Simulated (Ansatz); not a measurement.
The pair A = AsH3 (SMILES [AsH3]) (first 4 atoms), B = HBr (SMILES Br); geometry from B3LYP-D3(BJ)/def2-TZVP.
(charge 0, multiplicity 1):
```xyz
6

As    -0.24590    -0.19971     0.14388
H     -0.93105     0.73324    -0.84219
H     -0.41635    -1.41915    -0.74823
H      1.14503     0.10944    -0.38687
Br    -1.11773    -0.24017     4.07983
H     -0.80672    -0.22542     2.67452
```

Cores are frozen in the correlated methods. Filled d and f shells under p-block atoms count as core.

Programs: Ansatz (a quantum-chemistry and plane-wave program) with Gaussian orbitals. 

Total energies (hartree), monomers frozen at their geometry in the pair:

```json
[
 {"structure": "AB", "HF/aug-cc-pVTZ": "-4809.0220938", "B3LYP/def2-TZVPPD": "-4812.5048607", "CCSD(T)/aug-cc-pVTZ": "-4809.4229843"},
 {"structure": "A in the pair's basis", "HF/aug-cc-pVTZ": "-2235.9739977", "B3LYP/def2-TZVPPD": "-2237.7117701", "CCSD(T)/aug-cc-pVTZ": "-2236.1670411"},
 {"structure": "B in the pair's basis", "HF/aug-cc-pVTZ": "-2573.0483905", "B3LYP/def2-TZVPPD": "-2574.7905496", "CCSD(T)/aug-cc-pVTZ": "-2573.2526214"},
 {"structure": "A", "HF/aug-cc-pVTZ": "-2235.9739758", "B3LYP/def2-TZVPPD": "-2237.7115853", "CCSD(T)/aug-cc-pVTZ": "-2236.1667916"},
 {"structure": "B", "HF/aug-cc-pVTZ": "-2573.0483755", "B3LYP/def2-TZVPPD": "-2574.7904426", "CCSD(T)/aug-cc-pVTZ": "-2573.2523473"}
]
```

Question: Work out the interaction energy without and with the counterpoise correction, and the superposition error, for each level.

Answer: 
E(AB) − E(A) − E(B), times 627.509 kcal/mol, with the monomers in their own basis and then in the pair's basis:
- HF/aug-cc-pVTZ: 0.16 uncorrected, 0.18 corrected; the monomers gain 0.02 kcal/mol from borrowed functions
- B3LYP/def2-TZVPPD: -1.78 uncorrected, -1.59 corrected; the monomers gain 0.18 kcal/mol from borrowed functions
- CCSD(T)/aug-cc-pVTZ: -2.41 uncorrected, -2.08 corrected; the monomers gain 0.33 kcal/mol from borrowed functions
